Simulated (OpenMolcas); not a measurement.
Multiplet structure of O V

```json
{"Program": "OpenMolcas", "Method": "SS-CASPT2, IPEA 0.25 Eh, imaginary shift 0.1 Eh (closed shells correlated: 1s)", "Basis": "ANO-RCC-VQZP [5s4p3d2f1g]", "Scalar Hamiltonian": "DKH2, point nucleus", "Active space": "2 electrons in 4 orbitals (2s 2p)", "State averaging": "2S+1 = 3 even, 3 roots; 2S+1 = 1 even, 7 roots; 2S+1 = 3 odd, 3 roots; 2S+1 = 1 odd, 3 roots", "Spin-orbit coupling": "state interaction with AMFI integrals over the reference wave functions, term energies averaged over their components"}
```

With spin-orbit coupling, above the lowest level:

| Configuration | Term | J | E (eV) | Measured (eV) | g | Term weight % |
| --- | --- | --- | --- | --- | --- | --- |
| 2s2 | 1S | 0 | 0.0000 | 0.0000 |  | 100 |
| 2s 2p | 3P* | 0 | 10.161 | 10.1596 |  | 100 |
| 2s 2p | 3P* | 1 | 10.179 | 10.1764 | 1.501 | 100 |
| 2s 2p | 3P* | 2 | 10.216 | 10.2145 | 1.501 | 100 |
| 2s 2p | 1P* | 1 | 19.900 | 19.6884 | 1.000 | 100 |
| 2p2 | 3P | 0 | 26.508 | 26.4660 |  | 100 |
| 2p2 | 3P | 1 | 26.527 | 26.4853 | 1.501 | 100 |
| 2p2 | 3P | 2 | 26.563 | 26.5186 | 1.501 | 100 |
| 2p2 | 1D | 2 | 28.884 | 28.7298 | 1.000 | 100 |
| 2p2 | 1S | 0 | 35.887 | 35.6963 |  | 100 |

Against the 9 measured excited levels shown (Moore, Selected Tables of Atomic Spectra, NSRDS-NBS 3, section 9) the mean absolute deviation is 620 cm-1; the largest miss in energy is 2s 2p 1P* 1: computed 19.900, measured 19.6884 eV (+1.1 %).

Computed and measured levels are paired by configuration, term and J; levels that our copy of the source lacks, or whose pairing is in doubt (as where it misses far off the trend of its configuration), stay unpaired and out of the deviations. Levels of configurations outside the active space are missing.

The term weight is that of the spin-free term in the level, not the purity of its configuration. * marks odd parity.
